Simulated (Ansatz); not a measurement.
```yaml
crystal:
  periodic: [false, false, false]
  atoms:
    - {symbol: Al, position_ang: [0.101251, -1.825097, -0.582652]}
    - {symbol: Al, position_ang: [-0.336325, 0.297437, 1.518502]}
    - {symbol: Cu, position_ang: [0.071540, 1.263838, -0.946076]}
    - {symbol: Cu, position_ang: [1.843226, 0.032676, 0.430255]}
    - {symbol: Cu, position_ang: [-1.814464, -0.027728, -0.374075]}
basis:
  gaussian: {orbitals: cc-pVDZ}
total_charge: 1
hamiltonian: {xc: {name: wB97X}}
```

```sh
$ ansatz run in.yaml --threads 4 --pin off --events-out ev --progress --plain --max-ram 4787MiB
```

Output, abridged:

```
Functional definition: wB97X
1762 factors; integrals over basis functions are off by at most 3.8e-4 eV
368 factors; integrals over basis functions are off by at most 1.1e-5 eV
mean field evaluation 1: about -147079.3037 eV, gradient 1.9e2 eV
mean field evaluation 2: about -144953.3522 eV, gradient 1.1e3 eV
mean field evaluation 4: about -146569.5845 eV, gradient 6.2e2 eV
mean field evaluation 8: about -147117.1306 eV, gradient 4.1e0 eV
mean field evaluation 16: about -147117.2665 eV, gradient 4.7e-2 eV
mean field -147117.26652233 eV, -5406.4598250310 hartree, gradient 5.9e-5 eV, S^2 0.000000; 0 other end points of the search recorded, 0 dependent functions left out
reference -147117.26648525 eV, -5406.4598236682 hartree; 56, 56 occupied and 109, 109 virtual orbitals, 1762 factors
Total energy: -147117.26648525 eV, -5406.4598236682 hartree
```

Hardware: 4 threads of Arm Neoverse V1 on a shared host. Wall time 18 s, peak host memory 0.92 GiB.
